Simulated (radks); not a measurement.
Task: The lithium ion Li+, [He]. Method: non-relativistic Kohn-Sham, r2SCAN, spin-polarised, spherical densities, point nucleus; meta-GGA in the generalised Kohn-Sham scheme; computed with a radial shooting solver on a logarithmic mesh with Libxc functionals. Every spin shell is full or empty, so the densities are truly spherical. Functionals are evaluated on that one density, not self-consistently. Rank these exchange functionals by their error against the exact value of the orbitals, and give that value: LDA, revPBE, PW86, OPTX, B86b, revTPSS, r2SCAN, Tao-Mo, MVS.

Result: Exact: -1.64718 hartree. From best to worst, with 100 (|E| - |E exact|)/|E exact| (equal figures are ties): revPBE +0.01, OPTX -0.16, revTPSS +0.27, r2SCAN +0.33, MVS +0.36, PW86 +0.39, Tao-Mo +0.44, B86b -0.49, LDA -13.94.
